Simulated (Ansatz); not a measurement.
Saddle point of AlH4OF3, closed shell (AlH₃OF₂ ([OH2][AlH]([F])[F]) + HF → AlH₂OF₃ ([OH2][Al]([F])([F])[F]) + H₂; bonds formed: Al1–F8, H2–H7; bonds broken: Al1–H2, H7–F8), PBE0-D4/def2-TZVP structure:

Al1  (-0.312, -0.520, 0.212)
H2  (-1.942, -0.239, 0.533)
F3  (-0.381, -1.693, -0.974)
F4  (0.572, -0.881, 1.565)
H5  (1.679, 0.939, -0.409)
O6  (1.059, 0.361, -0.867)
H7  (-1.533, 0.850, 0.688)
F8  (-0.686, 1.476, 0.638)
H9  (1.544, -0.292, -1.386)
(Å)

Energies are electronic, without zero-point energy. Barriers and step energies count from the start structure reached by relaxing down the imaginary mode; all methods use the PBE0-D4 structures, on which another method's saddle can fall below an end. Ansatz 0.2.0; basis: def2-TZVPP, with def2-QZVPP for the basis limit; cores frozen in the correlated methods. B3LYP uses VWN-RPA correlation. Extrapolation: Hartree–Fock as exp(−7.88 √X), correlation as X^−2.97.

```csv
method,barrier (eV),step energy (eV)
SPW92,0.365,-0.965
PBE-D4,0.461,-1.156
BLYP-D4,0.526,-1.271
r2SCAN-D4,0.419,-1.350
B97M-V,0.553,-1.255
PBE0-D4,0.512,-1.220
B3LYP-D4,0.556,-1.309
r2SCAN0-D4,?,-1.360
BHLYP-D4,0.612,-1.382
CAM-B3LYP-D4,0.542,-1.305
wB97X-V,?,-1.334
wB97M-V,0.498,-1.350
B2PLYP,0.558,-1.358
PBE-QIDH,0.539,-1.320
RPA on PBE,0.538,-1.370
HF,0.785,-1.536
MP2,?,-1.407
CCSD,0.592,-1.398
CCSD(T),0.558,-1.373
```

Task: Fill in the withheld barriers. (An estimate is asked for; the value comes from the calculation.)

Result: By the calculation: wB97X-V 0.515; r2SCAN0-D4 0.479; MP2 0.535 eV. Each is the energy of the saddle less that of the start structure, by the same method.

For comparison, the barrier by CCSD(T) at an estimated basis limit (MP2 extrapolated from triple and quadruple zeta, plus CCSD(T) − MP2 in triple zeta) is 0.541 eV.

No T1 diagnostic of these runs exceeds 0.012. The end structure is not quite a true minimum (one mode of 27i cm⁻¹).

Labels in which every atom is bracketed show which atoms are joined, not bond orders.

For scale, one of the runs: CCSD(T)/def2-TZVPP, 222 basis functions, launched by `ansatz run in.yaml --threads 4 --pin off --events-out ev --progress --plain --max-ram 9574MiB`. The run took 29 s on 4 CPU threads of an Intel Xeon 6975P-C (shared host), with 4.1 GiB of host memory at its peak.
